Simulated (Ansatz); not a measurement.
The cluster Si6Ge⁻, relaxed as a doublet with UKS PBE-D4/def2-SVPD in Ansatz, starting from the GFN2-xTB geometry. Force threshold 0.02 eV/Å.

The relaxation made no stability test and no search for a lower SCF solution. Another isomer (doublet) lies 0.24 eV lower at PBE0-D4/def2-TZVPD; other spin states weren't run for this one.

Start:

```xyz
7

Si    0.346    1.427    0.800
Si   -1.885   -0.061   -1.196
Si    0.702   -1.452    0.350
Si    1.093   -0.205    2.213
Si   -0.936   -2.055   -1.095
Si   -1.363    1.997   -0.568
Ge    2.043    0.349   -0.504
```

Question: Estimate the energy that the relaxation releases and the steps that it takes.

Answer: 1.63 eV, in 17 steps; 87 s on 4 threads of Intel Xeon Platinum 8175M on a shared host. No frequencies were taken in this run, so the end may be a saddle point.

Question: Does the start keep its bonding?

Answer: Bonds formed: Si2–Si3, Si2–Ge7, Si6–Ge7 (atoms count from 1).

Question: Predict the relaxed structure.

Answer: 
Cartesian coordinates in Å:
```
Si -0.4236 1.0109 1.2352
Si -1.0146 -0.0997 -1.1152
Si 0.3116 -1.4178 0.4181
Si 1.5681 -0.0903 1.8850
Si -1.1683 -2.4470 -1.0937
Si -0.7394 2.2037 -0.7844
Ge 1.4662 0.8402 -0.5451
```
Bond lengths: 7 × Si–Si 2.34 to 2.42 Å; 5 × Ge–Si 2.60 to 2.71 Å.
